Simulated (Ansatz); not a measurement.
Total energies of `[NH]=[Ta]([NH2])([F])[F]`.

```
atom   x (Å)   y (Å)   z (Å)
  N1   1.442  -0.738  -0.508
 Ta2  -0.249  -0.253  -0.548
  N3  -0.467   0.798   1.098
  F4  -0.626   0.808  -2.066
  F5  -1.396  -1.756  -0.529
  H6   2.385  -1.075  -0.598
  H7   0.251   0.989   1.777
  H8  -1.341   1.226   1.374
```

The species carries charge 0 and has multiplicity 1. Correlated methods include outer-core shells of Ta, which these sets cover unevenly. Ta takes the def2 core potential. The geometry is a stationary point of PBE0-D4/def2-TZVP. It is one conformer, not always the lowest. Basis def2-TZVPP, Ansatz.

RPA on PBE orbitals: Hartree–Fock energy of these orbitals -366.18789 Eh, correlation -1.97439 Eh (frozen core).

| functional | kind | energy without D4 (Eh) | D4 term (kJ/mol) |
| --- | --- | --- | --- |
| LDA (SPW92) | LDA | -366.12255 | – |
| PBE | GGA | -368.10960 | -15.2 |
| revPBE | GGA | -368.35317 | -39.6 |
| BLYP | GGA | -368.33902 | -32.3 |
| r2SCAN | meta-GGA | -368.28322 | -3.6 |
| B97M-V | meta-GGA with VV10 | -368.30115 | – |
| PBE0 | global hybrid, 25 % exact exchange | -368.05550 | -12.9 |
| B3LYP | global hybrid, 20 % | -368.41209 | -24.6 |
| r2SCANh | meta-GGA hybrid, 10 % | -368.23939 | -3.9 |
| r2SCAN0 | meta-GGA hybrid, 25 % | -368.17561 | -4.3 |
| HSE06 (plane-wave form) | screened hybrid | -368.04114 | -12.2 |
| BHLYP | global hybrid, 50 % | -368.12033 | -20.6 |
| CAM-B3LYP | range-separated hybrid | -368.25125 | -13.3 |
| LC-ωPBE | long-range corrected hybrid | -368.22574 | – |
| ωB97X-V | range-separated hybrid GGA with VV10 | -368.24979 | – |
| ωB97M-V | range-separated hybrid meta-GGA with VV10 | -368.21138 | – |
| B2PLYP | double hybrid | -368.09550 | – |
| PBE-QIDH | double hybrid | -367.92794 | – |

B3LYP takes the VWN-RPA correlation (the form of Gaussian; ORCA's B3LYP/G). HSE06 is the plane-wave form, built on full-range PBE exchange. The double hybrids freeze the cores in their second-order part.

LC-ωPBE has ω = 0.4 bohr⁻¹.
